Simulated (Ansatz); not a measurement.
CH₃AlFNS, SMILES `F[CH]1[NH][Al]1[SH]` from Hartree–Fock to CCSD(T)

```xyz
8

F    -0.742    1.887    0.925
C     0.084    1.175    0.056
N     0.957    0.234    0.726
Al   -0.151   -0.712   -0.214
S    -0.732   -2.742   -0.690
H     0.562    1.923   -0.580
H     1.712    0.553    1.314
H    -1.689   -2.319   -1.536
```

Total charge 0; spin multiplicity 1. Geometry: relaxed with PBE0-D4/def2-TZVP. It is one conformer, not always the lowest. Frozen core, restricted reference, Ansatz 0.2.0. CBS rows extrapolate triple and quadruple zeta; past MP2 they add the triple-zeta difference.

```csv
basis,HF (Eh),MP2 corr.
def2-SVP,-832.59272,-0.67219
def2-TZVPP,-833.05346,-0.86760
def2-QZVPP,-833.08030,-0.93898
```

Question: Estimate the CCSD correlation energy and the (T) correction in each basis where they were run (hartree).

Answer: 
| basis | CCSD corr. | (T) |
| --- | --- | --- |
| def2-SVP | -0.70938 | -0.02086 |
| def2-TZVPP | -0.89777 | -0.03824 |
| CBS(def2) | -1.02204 | as TZ |
